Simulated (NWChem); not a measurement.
Species: H₂TeSO; SMILES S[Te]O

```xyz
5

Te     0.2606    -0.4113     0.0030
O     -1.5897    -1.1589     0.0507
H     -1.9125    -1.1738    -0.8603
S     -0.1553     1.9464    -0.0438
H     -0.2749     2.1411     1.2908
```
Atoms are numbered in this order, from 1.

Level: PBE0/def2-SVP with def2 effective core potentials on Te (NWChem), optimised geometry, unscaled harmonic frequencies. def2 effective core potentials on Te; no spin-orbit coupling.

```csv
frequency (cm⁻¹),IR intensity (km/mol)
166,1.1
357,27.3
363,17.8
405,108.6
607,58.2
770,4.5
1007,48.8
2689,0.1
3856,104.0
```

```yaml
zero_point_energy: 14.6 kcal/mol
thermal correction to the enthalpy at 298.15 K (with zero-point energy): 18.2 kcal/mol
heat capacity Cv: 14.5 cal/(mol K)
entropy at 298.15 K and 1 atm (symmetry number 1): 74.0 cal/(mol K)
```

Rigid rotor and harmonic oscillator.
